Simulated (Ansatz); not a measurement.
C2H9GaS (`C[S+](C)[GaH3-]`). Total charge 0; spin multiplicity 1.

```xyz
13

C     0.428    1.562   -0.454
S    -0.760    0.223   -0.573
C     0.272   -1.068   -1.271
Ga   -0.831   -0.508    1.799
H     0.747    1.867   -1.451
H     1.282    1.250    0.149
H    -0.077    2.393    0.037
H     1.132   -1.249   -0.626
H     0.590   -0.788   -2.276
H    -0.338   -1.971   -1.321
H     0.743   -0.649    1.946
H    -1.516    0.768    2.424
H    -1.672   -1.830    1.619
```

Q: What are the harmonic wavenumbers in cm⁻¹ at PBE0-D4/def2-TZVP (Ansatz, finite differences of forces, unscaled)? (An estimate is asked.)

A: Computed: 88, 124, 138, 185, 188, 236, 269, 446, 469, 707, 724, 743, 744, 772, 920, 964, 1000, 1059, 1338, 1361, 1451, 1459, 1463, 1470, 1883, 1925, 1931, 3060, 3062, 3155, 3160, 3169, 3169.

Q: Is this a minimum?

A: Yes, all 33 modes are real.

Q: Give the ideal-gas thermochemistry at 298.15 K and 1 bar (rigid rotor, harmonic oscillator; point group Cs, symmetry number 1).

A: Zero-point energy 256.2 kJ/mol; H(298) − E = 280.4 kJ/mol; entropy 372.1 J/(mol·K), of which translation 170.0, rotation 114.6, vibration 87.5; G(298) − E = 169.5 kJ/mol. Modes under 100 cm⁻¹ are hindered rotations or soft bends, so the harmonic entropy is rough.
